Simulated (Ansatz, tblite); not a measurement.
Spin states of the cluster Li₅H₅, each relaxed with r2SCAN-D4/def2-TZVP in Ansatz. Electronic energies in the gas phase.

The xTB rows come from tblite. Correlated methods freeze no core orbitals; core or outer-core shells of Li are correlated, in sets that lack core-valence functions. In the triplet, H6 and H8 lie 0.80 Å apart (atoms count from 1), so H2 has formed as a molecule. In the quintet, H6 and H7 lie 0.85 Å apart, H9 and H10 lie 0.87 Å apart (atoms count from 1), so H2 has formed as a molecule. The structure comes from a short search, and lower isomers may exist.

Singlet geometry (Cs within 0.1 Å):

```xyz
10

Li   -1.405   -0.769    0.334
Li    0.779    1.145    0.776
Li    0.212   -0.625   -1.499
Li   -1.164    1.346   -0.922
Li    1.496   -1.366    1.213
H     0.218   -1.645    0.062
H    -1.584   -0.328   -1.424
H     1.915    0.177    1.709
H     0.633    1.110   -1.108
H    -1.101    0.955    0.858
```

Triplet geometry (Cs within 0.1 Å):

| atom | x (Å) | y (Å) | z (Å) |
| --- | --- | --- | --- |
| Li1 | 1.771 | 1.010 | 0.510 |
| Li2 | -1.006 | 1.190 | 0.316 |
| Li3 | 0.569 | -1.481 | 0.117 |
| Li4 | 0.247 | -0.015 | 2.145 |
| Li5 | 0.114 | 0.237 | -2.232 |
| H6 | -1.224 | -1.023 | -2.241 |
| H7 | 1.703 | -0.639 | 1.281 |
| H8 | -1.632 | -0.337 | -2.194 |
| H9 | -0.894 | -0.591 | 0.846 |
| H10 | 0.352 | 1.649 | 1.453 |

Quintet geometry:

```xyz
10

Li   -1.4638   -0.8643   -0.1913
Li    1.1023   -0.2200   -1.0811
Li    0.5734    2.0981    1.0814
Li    0.9883   -0.8982    1.8353
Li   -0.9651    1.6201   -1.3889
H    -1.3463    1.0705    0.5277
H    -0.5907    0.6794    0.4790
H    -0.6431   -0.1278   -1.6161
H     1.6010   -1.6042    0.1643
H     0.7440   -1.7537    0.1898
```

⟨S²⟩: triplet 2.00 at PBE0-D4/def2-TZVP (pure 2.00), quintet 6.00 at PBE0-D4/def2-TZVP (pure 6.00).

Run but left out: GFN2-xTB (tight binding far off the other levels).

Only these spin states were relaxed. The triplet has other bonds than the singlet, so the gap mixes isomer and spin. The quintet has other bonds than the singlet, so the gap mixes isomer and spin.

```
                level  triplet − singlet (kcal/mol)  quintet − singlet (kcal/mol)  lowest of these
             GFN1-xTB                          94.3                         243.2          singlet
         HF/def2-TZVP                          50.4                         123.8          singlet
        HF/def2-TZVPP                          49.2                         121.7          singlet
LDA (SPW92)/def2-TZVP                          57.3                         124.8          singlet
     PBE-D4/def2-TZVP                          54.5                         122.9          singlet
    BLYP-D4/def2-TZVP                          63.2                         137.8          singlet
   BHLYP-D4/def2-TZVP                          66.6                         148.9          singlet
   PBE-QIDH/def2-TZVP                          57.4                         133.0          singlet
        MP2/def2-TZVP                          57.0                         132.3          singlet
       MP2/def2-TZVPP                          59.4                         134.5          singlet
      CCSD/def2-TZVPP                          61.6                         139.1          singlet
   CCSD(T)/def2-TZVPP                          61.5                         138.0          singlet
```

Change of the quintet − singlet gap on mixing in exact exchange, in kcal/mol: BLYP to BHLYP (50 % exact exchange) 11.1.

The xTB methods have no term that favours high spin, so they put low spin too low.
